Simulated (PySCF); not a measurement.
Nb: interval between two levels

Nb [Kr] 4d4 5s1 [6D9/2, M_J = 9/2] → Nb [Kr] 4d3 5s1 6s1 [6F11/2, M_J = 11/2], as a difference of total energies. Calculation: PySCF 2.14, in x2c-TZVPall-2c with one added diffuse shell each of s, p, d type (9s10p8d1f, 86 functions); the two-component X2C-1e Hamiltonian. Correlated levels: [Ar] 3d10 frozen; the 6 highest virtual spinors dropped. "Screened" scales the spin-orbit matrix elements by Boettger's factors to mimic the two-electron term; Breit and QED terms are absent.

| method | interval between two levels (cm⁻¹) |
| --- | --- |
| GHF (spin-free) | 32189 |
| GMP2 (spin-free) | 36641 |
| GHF (screened spin-orbit) | 32510 |
| GMP2 (screened spin-orbit) | 36983 |

The labels give the starting determinants; with spin-orbit coupling the two ends relaxed to ⟨J²⟩ = 24.76, ⟨L²⟩ = 6.03, ⟨S²⟩ = 8.75 and ⟨J²⟩ = 35.76, ⟨L²⟩ = 12.04, ⟨S²⟩ = 8.74.

The promoted electron is Rydberg-like, and one or two diffuse shells describe it only roughly, which tends to raise the upper state.
